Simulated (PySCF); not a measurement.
# Name the molecule from its bond curve

A diatomic of charge 0 contains Hg. Its doublet curve at UHF-MP2 in a double-zeta basis (scalar-relativistic core potentials, PySCF), in eV from the separated fragments:

R (Å), E (eV) and a bar:
```
    1.550      0.178 ##############################
    1.622      0.051 ###########
    1.694     -0.008 ##
    1.748     -0.022 
    1.802     -0.020 
    1.856     -0.009 ##
    1.928      0.014 #####
    2.018      0.042 ##########
    2.126      0.064 #############
    2.271      0.069 ##############
```

The fit gives ωe = 1130 cm⁻¹ and the rotational constant Bₑ = 5.386 cm⁻¹.

Problem. Which atom is the partner?

Solution. The minimum lies at 1.767 Å, so the reduced mass is 16.8576 u Å² cm⁻¹/(Bₑ·Re²) = 1.002 u. With Hg at 201.97 u the partner weighs about 1.0 u: H. The molecule is HgH.

Correlated steps freeze no core orbitals. Spin–orbit coupling is left out. The state is the lowest determinant that a PBE0 search found; another state may lie lower at other levels.
